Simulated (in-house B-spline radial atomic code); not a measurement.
# BP86 excitations of the xenon ion Xe⁸⁺

Method: BP86. Computed with a B-spline radial code for spherical atoms: linear response of the closed shell [Kr] 4d10 with the functional's adiabatic kernel; scalar-relativistic (spin-free one-electron X2C), finite nucleus, no spin-orbit coupling, no double excitations, S, P, D and F terms only; shells from n = 2 respond. Only terms of natural parity with L up to 3 were computed.

Command:
```bash
python run_td.py task.json out
```
Settings (radii: box in bohr, nucleus in fm):
```
Z                        54
electrons                46
configuration            [Kr] 4d10
hamiltonian              x2c
method                   b88,p86
box_radius               11.59
rms_radius               4.7859
intervals                69
```

Time taken, with all properties: 1.4 s on 1 thread of Intel(R) Xeon(R) 6975P-C (Granite Rapids), with other jobs on the host.

The lowest states, in the order of their Tamm-Dancoff energies; the method's threshold (minus the highest occupied level) is 167.82 eV. Labels give the largest channel, * marks a mixed state, and oscillator strengths are full-response dipole values. Semilocal kernels can invert the small singlet-triplet splittings of Rydberg terms. Energies in eV:

| state | full response | Tamm-Dancoff | oscillator strength |
| --- | --- | --- | --- |
| 4d → 5s 3D | ? | ? | - |
| 4d → 5s 1D | 55.03 | 55.04 | - |
| 4d → 5p 3P | 70.75 | 70.77 | - |
| 4d → 5p 3F | 70.96 | 70.98 | - |
| 4d → 5p 1F | 71.45 | 71.46 | - |
| 4d → 5p 1P | 72.70 | 72.78 | 1.02 |
| 4d → 4f 3P | 82.42 | 82.47 | - |
| 4d → 4f 3F | 83.60 | 83.64 | - |
| 4d → 4f 1F | 86.66 | 86.73 | - |
| 4d → 5d 3S | 94.60 | 94.63 | - |
| 4d → 5d 3D | 95.52 | 95.53 | - |
| 4d → 5d 1D | 96.10 | 96.12 | - |
| 4d → 5d 1S | 101.27 | 101.86 | - |
| 4d → 4f 1P | 101.79 | 103.83 | 7.46 |
| 4d → 6s 3D | 107.70 | 107.71 | - |
| 4d → 6s 1D | 107.92 | 107.93 | - |
| 4d → 6p 3P | 114.48 | 114.48 | - |
| 4d → 6p 3F | 114.52 | 114.53 | - |
| 4d → 6p 1F | 114.69 | 114.70 | - |
| 4d → 6p 1P | 115.06 | 115.08 | 0.236 |
| 4d → 5f 3P | 119.63 | 119.64 | - |
| 4d → 5f 3F | ? | ? | - |

Task: Where does 4d → 5f 3F lie?

Result: At 119.81 eV in full response, 119.82 eV in Tamm-Dancoff.

Task: Where does 4d → 5s 3D lie?

Result: At 54.18 eV in full response, 54.20 eV in Tamm-Dancoff.

Task: How large is the singlet-triplet splitting of 4d → 5s (D terms) in Tamm-Dancoff?

Result: 0.841 eV, from the unrounded values.

Task: What polarisabilities and dispersion coefficient does the method give?

Result: Dipole 0.8554 bohr³, quadrupole 0.8936 bohr⁵, C6 2.155 hartree·bohr⁶ for two such species.
